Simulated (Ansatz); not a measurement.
B$_{2}$FGaH$_{4}$O, SMILES `[OH][GaH][BH]BF`. Charge 0, multiplicity 1. Geometry: relaxed with PBE0-D4/def2-TZVP. It is one conformer, not always the lowest.

```xyz
9

O    -0.069   -2.572    0.410
Ga   -0.171   -0.926    1.118
B     0.624    0.671    0.034
B    -0.282    1.581   -1.010
F    -0.441    1.303   -2.301
H     0.336   -2.613   -0.459
H    -0.871   -0.937    2.517
H     1.764    0.955    0.279
H    -0.890    2.538   -0.589
```

Question: What is the dipole moment at B3LYP/def2-TZVPP? (Estimate.)

Answer: Ansatz gave: 1.68 D, with components (1.08, 1.29, -0.01) D in this frame, pointing from negative to positive charge.

Question: And with PBE, r2SCAN, ωB97M-V? (Estimate.)

Answer: Ansatz gave: PBE 1.40 D, r2SCAN 1.54 D, ωB97M-V 1.75 D.

Question: Give the Mulliken charges with B3LYP, ωB97M-V, PBE in def2-TZVPP. (Best estimate.)

Answer: Ansatz gave: 
| atom | B3LYP | ωB97M-V | PBE |
| --- | --- | --- | --- |
| O1 | -0.41 | -0.41 | -0.36 |
| Ga2 | 0.26 | 0.29 | 0.22 |
| B3 | 0.00 | -0.11 | -0.01 |
| B4 | 0.20 | 0.16 | 0.17 |
| F5 | -0.23 | -0.22 | -0.19 |
| H6 | 0.17 | 0.16 | 0.17 |
| H7 | -0.05 | -0.02 | -0.04 |
| H8 | 0.08 | 0.12 | 0.06 |
| H9 | -0.01 | 0.03 | -0.03 |

B3LYP here is the variant with VWN-RPA as its local correlation; programs differ in this.
